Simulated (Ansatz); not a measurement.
Frontier orbitals of `[OH][GaH][Si](F)(F)F`.

Total charge 0; spin multiplicity 1. Correlated methods include outer-core shells of Ga, which these sets cover unevenly. Scalar relativity is left out up to krypton. Geometry: relaxed with PBE0-D4/def2-TZVP. It is one conformer, not always the lowest. Basis def2-TZVPP, Ansatz 0.2.0.

```tsv
functional	HOMO (eV)	LUMO (eV)	gap (eV)
PBE	-7.23	-2.92	4.31
BLYP	-7.13	-2.85	4.28
B97M-V	-7.61	-2.90	4.71
PBE0	-8.56	-2.18	6.38
r2SCANh	-8.02	-2.48	5.54
ωB97M-V	-10.67	-0.41	10.26
HF	-11.67	0.63	12.30
```

From PBE to PBE0 the HOMO moves by −1.33 eV and the LUMO by +0.74 eV, and with ωB97M-V by −3.44 and +2.51 eV, so the gap grows from 4.31 to 10.26 eV with exact exchange.
